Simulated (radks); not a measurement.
Ionisation ladder of thallium, from Tl66+ to Tl80+. Each ion is in the ground configuration listed by NIST, and IE = E(next ion) - E(this ion), with E = 0 for the bare nucleus. Calculated with a radial shooting solver on a logarithmic mesh with Libxc functionals: scalar-relativistic Kohn-Sham, PBE, spin-unpolarised, spherical densities, point nucleus.

[
 {"species": "Tl66+", "configuration": "[Ne] 3s2 3p3", "IE, Delta-SCF (eV)": "7733.2", "<r> HOMO (bohr)": "0.163", "IE, NIST (eV)": "7570", "kind": "theory", "error (eV)": "+163.2"},
 {"species": "Tl67+", "configuration": "[Ne] 3s2 3p2", "IE, Delta-SCF (eV)": "7875.0", "<r> HOMO (bohr)": "0.163", "IE, NIST (eV)": "8260", "kind": "theory", "error (eV)": "-385.0"},
 {"species": "Tl68+", "configuration": "[Ne] 3s2 3p1", "IE, Delta-SCF (eV)": "8016.6", "<r> HOMO (bohr)": "0.162", "IE, NIST (eV)": "8420", "kind": "theory", "error (eV)": "-403.4"},
 {"species": "Tl69+", "configuration": "[Ne] 3s2", "IE, Delta-SCF (eV)": "8768.2", "<r> HOMO (bohr)": "0.163", "IE, NIST (eV)": "8730", "kind": "theory", "error (eV)": "+38.2"},
 {"species": "Tl70+", "configuration": "[Ne] 3s1", "IE, Delta-SCF (eV)": "8906.7", "<r> HOMO (bohr)": "0.163", "IE, NIST (eV)": "8880", "kind": "theory", "error (eV)": "+26.7"},
 {"species": "Tl71+", "configuration": "[Ne]", "IE, Delta-SCF (eV)": "19687.9", "<r> HOMO (bohr)": "0.0612", "IE, NIST (eV)": "19070", "kind": "theory", "error (eV)": "+617.9"},
 {"species": "Tl72+", "configuration": "[He] 2s2 2p5", "IE, Delta-SCF (eV)": "20074", "<r> HOMO (bohr)": "0.0608", "IE, NIST (eV)": "19440", "kind": "theory", "error (eV)": "+634.1"},
 {"species": "Tl73+", "configuration": "[He] 2s2 2p4", "IE, Delta-SCF (eV)": "20462", "<r> HOMO (bohr)": "0.0605", "IE, NIST (eV)": "19840", "kind": "theory", "error (eV)": "+622.1"},
 {"species": "Tl74+", "configuration": "[He] 2s2 2p3", "IE, Delta-SCF (eV)": "20851", "<r> HOMO (bohr)": "0.0602", "IE, NIST (eV)": "20210", "kind": "theory", "error (eV)": "+641.4"},
 {"species": "Tl75+", "configuration": "[He] 2s2 2p2", "IE, Delta-SCF (eV)": "21241", "<r> HOMO (bohr)": "0.0598", "IE, NIST (eV)": "22780", "kind": "theory", "error (eV)": "-1538.8"},
 {"species": "Tl76+", "configuration": "[He] 2s2 2p1", "IE, Delta-SCF (eV)": "21631", "<r> HOMO (bohr)": "0.0595", "IE, NIST (eV)": "23250", "kind": "theory", "error (eV)": "-1619.5"},
 {"species": "Tl77+", "configuration": "[He] 2s2", "IE, Delta-SCF (eV)": "23950", "<r> HOMO (bohr)": "0.0661", "IE, NIST (eV)": "23850", "kind": "theory", "error (eV)": "+100.4"},
 {"species": "Tl78+", "configuration": "[He] 2s1", "IE, Delta-SCF (eV)": "24284", "<r> HOMO (bohr)": "0.0659", "IE, NIST (eV)": "24234.1", "kind": "theory", "error (eV)": "+49.8"},
 {"species": "Tl79+", "configuration": "[He]", "IE, Delta-SCF (eV)": "97351", "<r> HOMO (bohr)": "0.0162", "IE, NIST (eV)": "96783.2", "kind": "theory", "error (eV)": "+567.7"},
 {"species": "Tl80+", "configuration": "1s1", "IE, Delta-SCF (eV)": "98687", "<r> HOMO (bohr)": "0.0162", "IE, NIST (eV)": "98592.1", "kind": "theory", "error (eV)": "+94.9"}
]

Reference values: NIST Atomic Spectra Database (exp. = measured, semi-emp. = semi-empirical, theory = theoretical value adopted there). The ionisation energy per charge of the ion left behind rises most, in proportion, at Tl79+ ([He]), from 307.39 to 1216.9 eV. Spin polarisation and multiplet splitting are left out, so open shells lie too high by an amount that depends on their filling. Spin-orbit splitting is averaged out at the scalar-relativistic level. Nuclear size, the Breit interaction and QED, all absent here, shift the 1s and 2s values of heavy ions.

Beside tabulated values, note that spin-unpolarised runs miss the spin-polarisation part of the exchange energy of open shells, and scalar-relativistic runs lack spin-orbit coupling.
